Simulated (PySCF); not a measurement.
C₂H₇BO₂Si, SMILES B(O)(/C=C/[SiH3])O. The structure is a stationary point at PBE-D3(BJ)/def2-SVP. The structure was generated by enumeration; whether it is a known compound was not checked. The values are those of a single conformer.

Computed equilibrium geometry at PBE-D3(BJ)/def2-SVP (PySCF confirms it by a frequency run) as a Z-matrix (one conformer of several):
```
C
C 1 1.3565
H 1 1.1070 2 117.99
H 2 1.1122 1 118.47 3 179.92
B 1 1.5759 3 117.07 2 179.87
O 5 1.3698 1 117.66 3 -0.98
H 6 0.9756 5 110.82 1 -179.95
O 5 1.3759 6 118.49 7 0.04
H 8 0.9735 5 112.22 6 179.75
Si 2 1.8799 4 116.32 9 -178.90
H 10 1.5037 2 109.33 4 179.78
H 10 1.5072 11 109.45 3 -121.17
H 10 1.5072 11 109.47 12 -117.27
```
